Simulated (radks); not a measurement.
Spherical jellium clusters: N electrons in a uniform positive sphere of charge N and radius rs N^(1/3), rs = 2.92 bohr. Method: non-relativistic Kohn-Sham, LDA (Slater exchange, Perdew-Wang correlation), spin-polarised, spherical densities; computed with a radial shooting solver with Libxc functionals. Levels are named by radial order and angular momentum (1s, 1p, 1d, 2s, ...), and open shells are averaged over m.

N = 8, configuration 1s2 1p6. This is the lowest configuration that the search found. Occupied and some empty levels:

level,occupation,eigenvalue (eV),<r> (bohr)
1s,2,-6.3261,3.950
1p,6,-4.0767,5.004
1d,0,-1.6322,6.223
2s,0,-1.3828,6.854

Energy (eV): total -12.6108, kinetic 22.042, external -342.91, Hartree 165.19, exchange-correlation -35.859, background 178.92. Static polarisability (adiabatic kernel): 327.7 bohr^3, against R^3 = 199.2 for a classical metal sphere.
